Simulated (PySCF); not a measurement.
N2O, singlet, at a GFN2-xTB geometry, atoms displaced at random by about 0.03 Å a coordinate. Base run: PySCF with R2SCAN/cc-pVDZ, gradient.

Here is a job for PySCF.
```python
from pyscf import gto, scf, dft

mol = gto.M(
    atom='''
N     0.00348728    0.00371062   -1.15862513
N     0.03724204    0.00893934   -0.10524942
O     0.03853729   -0.05203626    1.10578006
''',
    basis='cc-pvdz',
    verbose=4,
)

mf = dft.RKS(mol)
mf.xc = 'r2scan'
mf.kernel()
g = mf.nuc_grad_method()
grad = g.kernel()
```

The coordinate followed is y of atom 2.

The base run was repeated with changes; each row names its change, and settings that it needs were set with it.

```csv
change,dE/dx (Eh/bohr),net force (Eh/bohr)
base,0.009624,0.000951
finite difference step (bohr) = 0.05; conv_tol = 1e-11,0.009629,-
conv_tol = 1e-11,0.009624,0.000951
grids.level = 1; grid_response = on,0.009642,0.000000
finite difference step (bohr) = 0.2; conv_tol = 1e-11,0.009678,-
grids.level = 0; grid_response = on,0.010575,0.000000
finite difference step (bohr) = 0.01; conv_tol = 1e-11,0.009625,-
grids.level = 1; grid_response = off,0.009640,0.004295
grids.level = 0; grid_response = off,0.010622,0.083306
finite difference step (bohr) = 1e-3; conv_tol = 1e-11,0.009625,-
density fitting = on,0.009618,0.000951
finite difference step (bohr) = 1e-5; conv_tol = 1e-11,0.009625,-
```

The net force is zero for an exact gradient.
